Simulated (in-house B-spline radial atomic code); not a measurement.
**CAM-B3LYP excitations of Zr4+**

Method: CAM-B3LYP. Computed with an all-electron radial atomic-structure program (B-spline basis): linear response of the closed shell [Ar] 3d10 4s2 4p6 with the functional's adiabatic kernel; scalar-relativistic (spin-free one-electron X2C), finite nucleus, no spin-orbit coupling, no double excitations, S, P, D and F terms only; shells from n = 2 respond. Only terms of natural parity with L up to 3 were computed.

Command:
```bash
python run_td.py task.json out
```
Settings (radii: box in bohr, nucleus in fm):
```
Z                        40
electrons                36
configuration            [Ar] 3d10 4s2 4p6
hamiltonian              x2c
method                   camb3lyp
box_radius               19.1
rms_radius               4.2694
intervals                71
```

Run time, properties included: 2.1 s on 1 thread of Intel(R) Xeon(R) Platinum 8488C (Sapphire Rapids), on a shared host.

The lowest states, in the order of their Tamm-Dancoff energies; the method's threshold (minus the highest occupied level) is 76.53 eV. Labels give the largest channel, * marks a mixed state, and oscillator strengths are full-response dipole values. Semilocal kernels can invert the small singlet-triplet splittings of Rydberg terms. Energies in eV:

| state | full response | Tamm-Dancoff | oscillator strength |
| --- | --- | --- | --- |
| 4p → 4d 3P | 30.37 | 30.45 | - |
| 4p → 4d 3F | 30.78 | 30.91 | - |
| 4p → 4d 1F | 33.05 | 33.07 | - |
| 4p → 5s 3P | ? | ? | - |
| 4p → 5s 1P | ? | ? | ? |
| 4p → 4d 1P | 40.19 | 41.48 | 5.85 |
| 4p → 5p 3S | 44.91 | 44.93 | - |
| 4p → 5p 3D | 45.37 | 45.38 | - |
| 4p → 5p 1D | 45.76 | 45.76 | - |
| 4p → 5p 1S | 47.90 | 48.08 | - |

Question: Where does 4p → 5s 3P lie?

Answer: At 39.04 eV in full response, 39.05 eV in Tamm-Dancoff.

Question: Where does 4p → 5s 1P lie?

Answer: At 39.65 eV in full response, 39.69 eV in Tamm-Dancoff, oscillator strength 0.0668.

Question: How large is the singlet-triplet splitting of 4p → 4d (F terms) in Tamm-Dancoff?

Answer: 2.16 eV, from the unrounded values.

Question: What polarisabilities and dispersion coefficient does the method give?

Answer: Dipole 2.994 bohr³, quadrupole 5.948 bohr⁵, C6 10.8 hartree·bohr⁶ for two such species.
